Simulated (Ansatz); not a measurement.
`FCCF` + `CNBO` → `CNBOCF` + `CF`  (substitution at a C–C bond)

Computed with Ansatz on PBE0-D4/def2-TZVP structures; ΔE is electronic, products minus reactants. CCSD(T)/CBS is the MP2 limit (def2-TZVPP, def2-QZVPP) plus CCSD(T) − MP2 in def2-TZVPP, frozen cores. This one scheme is used for every species. Each species was taken in one conformer, which may not be the lowest.

`FCCF`:

Cartesian coordinates in Å:
```
F 0.403 1.676 -0.343
C -0.377 0.638 0.118
C 0.284 -0.681 -0.137
F 1.374 -0.853 0.688
H -0.542 0.784 1.190
H -1.339 0.671 -0.405
H -0.429 -1.490 0.062
H 0.626 -0.745 -1.174
```

`CNBO`:

Cartesian coordinates in Å:
```
C -0.582 -0.841 1.075
N -0.112 0.332 0.386
B 0.435 0.372 -0.897
O 0.835 1.584 -1.405
H -1.647 -0.773 1.324
H -0.446 -1.712 0.432
H -0.030 -1.022 2.003
H -0.197 1.195 0.900
H 0.547 -0.644 -1.530
H 1.196 1.508 -2.288
```

`CNBOCF`:

```xyz
13

C     1.737    0.624   -1.051
N     0.590    0.279   -0.246
B    -0.624   -0.193   -0.741
O    -1.688   -0.549    0.071
C    -1.549   -0.669    1.427
F    -1.264    0.553    2.013
H     1.986    1.686   -0.966
H     1.517    0.411   -2.097
H     2.620    0.043   -0.767
H     0.686    0.492    0.735
H    -0.791   -0.320   -1.918
H    -0.724   -1.341    1.694
H    -2.496   -1.014    1.846
```

`CF`:

Z-matrix (Å, degrees):
```
C
F 1 1.376
H 1 1.092 2 109.1
H 1 1.092 2 109.1 3 -120.0
H 1 1.092 2 109.1 3 120.0
```

```csv
species,HF/def2-QZVPP energy (Eh)
`FCCF`,-277.06226
`CNBO`,-195.53998
`CNBOCF`,-333.48287
`CF`,-139.10888
```

Question: Work out ΔE.

Answer: ΔE = (-333.48287) + (-139.10888) − (-277.06226) − (-195.53998) = 0.01049 Eh = +0.29 eV. CCSD(T)/CBS gives +0.32 eV.

Largest T1 diagnostic among the species: 0.012.

The D4 term adds −0.04 eV with B3LYP and −0.02 eV with PBE0; it sums over pairs of atoms, weighted by their polarisabilities, and B3LYP, whose exchange is more repulsive, gets the larger term.

B3LYP here is the variant with VWN-RPA as its local correlation; programs differ in this.
